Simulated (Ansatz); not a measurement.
Geometry optimisation, Ansatz 0.2.0, RKS B3LYP/def2-SVP.

The input (input.yaml):

```yaml
crystal:
  periodic: [false, false, false]
  atoms:
    - { symbol: Ga, position_ang: [-0.183057, -0.325175, -0.123195] }
    - { symbol: H, position_ang: [-0.061267, -0.45516, 1.441359] }
    - { symbol: O, position_ang: [1.324994, -0.493649, -1.085704] }
    - { symbol: H, position_ang: [2.144469, -0.661861, -0.603439] }
    - { symbol: H, position_ang: [-1.46628, -0.134586, -0.983278] }
    - { symbol: O, position_ang: [-0.021262, 2.228142, 1.399033] }
    - { symbol: H, position_ang: [0.899817, 2.519793, 1.337653] }
    - { symbol: H, position_ang: [0.036386, 1.361196, 1.868971] }
basis:
  gaussian: { orbitals: def2-SVP }
hamiltonian:
  xc: b3lyp
relax:
  f_tol: 0.03
  max_steps: 50
output:
  orbitals: {}
```

Command:

```bash
$ ansatz run input.yaml --threads 2 --pin off --max-ram 3072MiB --backend cpu --events-out ev --progress --plain --runs-dir out
```

**Question.** Where does it end, and by what steps?

**Answer.** The run converged. After 15 steps the energy has fallen by 0.547 eV; H7 moved furthest, 1.14 Å. Joined: Ga1–O6 (2.98 → 2.17 Å).

```csv
step,energy less start (eV),largest force component (eV/Å),accepted
0,0.0000,0.891,yes
1,-0.0226,1.854,yes
2,-0.1143,2.818,yes
3,-0.2703,1.920,yes
4,-0.3827,0.739,yes
5,-0.4276,0.770,yes
6,-0.4652,0.569,yes
7,-0.4970,0.636,yes
8,-0.5262,0.702,yes
9,-0.5422,0.330,yes
10,-0.5444,0.115,yes
11,-0.5444,0.150,yes
12,-0.5471,0.059,yes
13,-0.5472,0.064,yes
14,-0.5474,0.036,yes
15,-0.5474,0.028,yes
```

```xyz
8
Properties=species:S:1:pos:R:3
Ga -0.296 -0.159 0.127
H -0.254 -1.161 1.344
O 1.370 0.294 -0.568
H 2.090 -0.318 -0.374
H -1.485 0.129 -0.845
O 0.059 1.781 1.033
H 0.925 1.697 0.555
H 0.265 1.775 1.979
```

Whether the end is a true minimum wasn't checked by a vibrational analysis.

The run took 45 s on 2 threads of Arm Neoverse N1, on a shared host, peak memory 0.17 GiB.
